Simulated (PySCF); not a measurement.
C₄H₉NSi, SMILES C#CCC[SiH2]N.

Geometry: B3LYP-D3(BJ)/def2-SVP. This is a generated structure with no PubChem entry under its InChIKey; it may be hypothetical. Other conformers were not sampled.

Two levels are set side by side: TDDFT-PBE/def2-SVPD (PySCF) and TDDFT-CAM-B3LYP/def2-SVPD (PySCF). Vertical, same geometry. The lowest singlet is HOMO→LUMO 98 % with PBE and HOMO→LUMO 75 %, HOMO−2→LUMO 15 % with the other functional; states are paired by order. Differences are taken from unrounded values.

```
quantity                              TDDFT-CAM-B3LYP
------------------------------------  ---------------
lowest singlet excitation (eV)                   6.29
lowest triplet excitation (TDA) (eV)             5.34
```

Question: What does TDDFT-PBE give, and how far is it from TDDFT-CAM-B3LYP? (An estimate is asked for; the answer gives what the named calculation found.)

Answer: 
| quantity | TDDFT-PBE | TDDFT-PBE minus TDDFT-CAM-B3LYP |
|---|---|---|
| lowest singlet excitation (eV) | 5.49 | -0.80 |
| lowest triplet excitation (TDA) (eV) | 5.21 | -0.13 |

Functionals without exact exchange tend to place singlet excitations lower, as here. Differences between two approximate levels are no errors against the true value.

Rough cost on one machine, each run with all the roots and properties that it gave: TDDFT-CAM-B3LYP against TDDFT-PBE about 10 times.
